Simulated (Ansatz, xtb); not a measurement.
Ranking isomers of ClFHO2Si2

6 gas-phase structures of ClFHO2Si2, found in a search over its isomers (lower ones may exist). Each was relaxed with GFN2-xTB; where two conformers were screened, the lower at r2SCAN-D4/def2-SVP is listed:

A. `O=[Si](F)O[SiH]Cl`, a doublet
B. `O=[Si](Cl)O[SiH]F`, a doublet
C. `O=[SiH]O[Si](F)Cl`, a doublet
D. a doublet given by its coordinates
E. `O=[Si]O[Si@H](F)Cl`, a doublet
F. a doublet given by its coordinates

D (Å):

```xyz
7

Cl    0.5394    2.8860   -1.2719
F    -0.9299   -2.0497   -0.4904
O     0.4097   -0.1130   -1.7418
O    -0.8266    0.5472    0.1039
Si   -1.0362   -0.5839   -1.0876
Si    0.6501    1.0487   -0.5409
H    -2.1758   -0.3800   -1.9242
```

Close contacts (Å): Cl1–Si6 1.98, F2–Si5 1.59, O3–Si5 1.66, O3–Si6 1.69, O4–Si5 1.66, O4–Si6 1.69, Si5–Si6 2.41, Si5–H7 1.43.

F (Å):

| atom | x (Å) | y (Å) | z (Å) |
| --- | --- | --- | --- |
| Cl | -2.9481 | 0.9190 | -1.7482 |
| F | -1.5199 | -1.4912 | -0.8431 |
| O | 0.0256 | 0.2348 | -2.1341 |
| O | -0.4697 | 0.7719 | 0.0649 |
| Si | -1.2939 | 0.0507 | -1.1662 |
| Si | 0.9221 | 0.9598 | -0.8877 |
| H | 1.9246 | 0.0167 | -0.4335 |

Close contacts (Å): Cl1–Si5 1.96, F2–Si5 1.59, O3–Si5 1.65, O3–Si6 1.70, O4–Si5 1.65, O4–Si6 1.70, Si5–Si6 2.41, Si6–H7 1.45.

Problem. Which do you expect lowest at r2SCAN-D4/def2-SVP, and how would the others follow?

Solution. Calculated order at r2SCAN-D4/def2-SVP: D (0.0), F (2.8), E (31.6), C (41.5), A (43.6), B (44.7) kcal/mol.

Energies above the lowest of each column, in kcal/mol; the last columns are at B3LYP-D3(BJ)/def2-SVP geometries and were run for some of them only (a dash: not run or not comparable):

```json
{"structure": "D", "GFN2-xTB": "2.2", "HF/STO-3G": "0.0", "r2SCAN-D4/def2-SVP": "0.0", "B3LYP-D3(BJ)/def2-SVP": "0.0", "CCSD(T)/def2-SVP + ΔMP2/def2-TZVPP": "0.0"}
{"structure": "F", "GFN2-xTB": "7.2", "HF/STO-3G": "5.5", "r2SCAN-D4/def2-SVP": "2.8", "B3LYP-D3(BJ)/def2-SVP": "2.9", "CCSD(T)/def2-SVP + ΔMP2/def2-TZVPP": "2.5"}
{"structure": "E", "GFN2-xTB": "0.5", "HF/STO-3G": "43.4", "r2SCAN-D4/def2-SVP": "31.6", "B3LYP-D3(BJ)/def2-SVP": "–", "CCSD(T)/def2-SVP + ΔMP2/def2-TZVPP": "–"}
{"structure": "C", "GFN2-xTB": "0.0", "HF/STO-3G": "66.8", "r2SCAN-D4/def2-SVP": "41.5", "B3LYP-D3(BJ)/def2-SVP": "–", "CCSD(T)/def2-SVP + ΔMP2/def2-TZVPP": "–"}
{"structure": "A", "GFN2-xTB": "2.3", "HF/STO-3G": "71.9", "r2SCAN-D4/def2-SVP": "43.6", "B3LYP-D3(BJ)/def2-SVP": "–", "CCSD(T)/def2-SVP + ΔMP2/def2-TZVPP": "–"}
{"structure": "B", "GFN2-xTB": "2.5", "HF/STO-3G": "72.6", "r2SCAN-D4/def2-SVP": "44.7", "B3LYP-D3(BJ)/def2-SVP": "–", "CCSD(T)/def2-SVP + ΔMP2/def2-TZVPP": "–"}
```

CCSD(T)/def2-SVP + ΔMP2/def2-TZVPP puts D lowest of those it was run on; GFN2-xTB picks C. Some further structures that were screened fall inside this span and aren't listed. Flexible structures stand in one conformer each, not always the lowest. Frequencies (B3LYP-D3(BJ)/def2-SVP) were run for D, F alone. Open shells are spin-unrestricted, some with notable spin contamination. ΔMP2 is the change of the MP2 energy from the smaller to the larger basis.

Over these structures GFN2-xTB departs from r2SCAN-D4/def2-SVP by 18.8 kcal/mol on average once a common shift is removed. A GFN2-xTB relaxation took about 0.19 s and the r2SCAN-D4/def2-SVP energy about 2.5 s on a shared host (Ansatz 0.2.0, xtb 6.7.1).
